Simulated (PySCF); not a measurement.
C₂H₁₂N₂Si₂, SMILES C[SiH2]N(C)[SiH2]N, GFN2-xTB optimised geometry.

```
18

Si    -0.46    -0.68     0.00
C     -1.13    -1.63     1.51
N     -0.95    -1.40    -1.50
C     -2.37    -1.31    -1.82
Si    -0.02    -2.54    -2.43
N     -0.28    -2.45    -4.13
H     -1.00     0.68     0.00
H      1.00    -0.68     0.00
H     -2.22    -1.66     1.50
H     -0.82    -1.16     2.44
H     -0.77    -2.65     1.52
H     -2.94    -2.11    -1.34
H     -2.52    -1.39    -2.90
H     -2.77    -0.36    -1.48
H     -0.39    -3.93    -2.10
H      1.37    -2.20    -2.20
H     -1.11    -2.85    -4.54
H     -0.04    -1.60    -4.61
```

Density from CAM-B3LYP/def2-SVP (PySCF) at that geometry.

Minimum of the electron density along straight lines between bonded atoms, close to the bond critical point (lines longer than 1.1 times the sum of covalent radii, or with two minima, are not listed):

```tsv
bond	length / Å	ρ at the minimum / e bohr⁻³	∇²ρ there / e bohr⁻⁵	position (fraction from the first atom)
Si1–C2	1.902	0.112	0.32	0.38
Si1–N3	1.738	0.120	0.69	0.40
N3–C4	1.450	0.267	?	0.60
N3–Si5	1.744	0.119	0.69	0.60
Si5–N6	1.723	0.123	?	0.40
Si1–H7	1.472	0.116	0.33	0.49
Si1–H8	1.461	0.118	0.34	0.49
C2–H9	1.087	0.271	-0.97	0.63
C2–H10	1.086	0.272	-0.98	0.63
C2–H11	1.087	0.271	-0.98	0.63
C4–H12	1.095	0.277	-1.03	0.63
C4–H13	1.091	0.280	-1.06	0.63
C4–H14	1.090	0.280	-1.06	0.63
Si5–H15	1.467	0.118	0.34	0.49
Si5–H16	1.456	0.120	0.34	0.49
N6–H17	1.006	0.331	-1.52	0.77
N6–H18	1.007	0.331	-1.52	0.77
```

Task: Some entries are withheld; supply them.

Result: 
- N3–C4, ∇²ρ there / e bohr⁻⁵: -0.74
- Si5–N6, ∇²ρ there / e bohr⁻⁵: 0.75
